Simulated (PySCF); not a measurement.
C8H12, singlet, geometry from GFN2-xTB. Base run: DF-BLYP/6-31G (PySCF).

The PySCF input:
```python
from pyscf import gto, scf, dft

mol = gto.M(
    atom='''
C    -0.663589   -1.715176   -0.122217
C     0.660745   -1.716648   -0.116840
C     1.532415   -0.566225   -0.523367
C     1.529370    0.562822    0.535798
C     0.663589    1.715176    0.122217
C    -0.660745    1.716648    0.116840
C    -1.532415    0.566225    0.523367
C    -1.529370   -0.562822   -0.535798
H    -1.189037   -2.596315    0.222243
H     1.181418   -2.598949    0.231868
H     1.188925   -0.154894   -1.476053
H     2.552181   -0.926660   -0.664966
H     2.548750    0.920990    0.685678
H     1.177241    0.152264    1.485660
H     1.189037    2.596315   -0.222243
H    -1.181418    2.598949   -0.231868
H    -1.188925    0.154894    1.476053
H    -2.552181    0.926660    0.664966
H    -1.177241   -0.152264   -1.485660
H    -2.548750   -0.920990   -0.685678
''',
    basis='6-31g',
    charge=0,
    spin=0,
    verbose=4,
    symmetry=True,
)

mf = dft.RKS(mol)
mf.xc = 'blyp'
mf = mf.density_fit(auxbasis='def2-universal-jkfit')
mf.kernel()
mf.analyze()
```

Each row names what was changed in the base input (with any setting that the change needs).

| change | ΔE vs base (eV) | point group used | SCF cycles |
|---|---|---|---|
| base | 0.00 | Ci | 9 |
| irrep_nelec = Ag:28 Au:32 | 11.23 | Ci | 9 |
| irrep_nelec = Ag:32 Au:28 | 11.18 | Ci | 9 |
| symmetry = off | 0.00 | C1 | 9 |
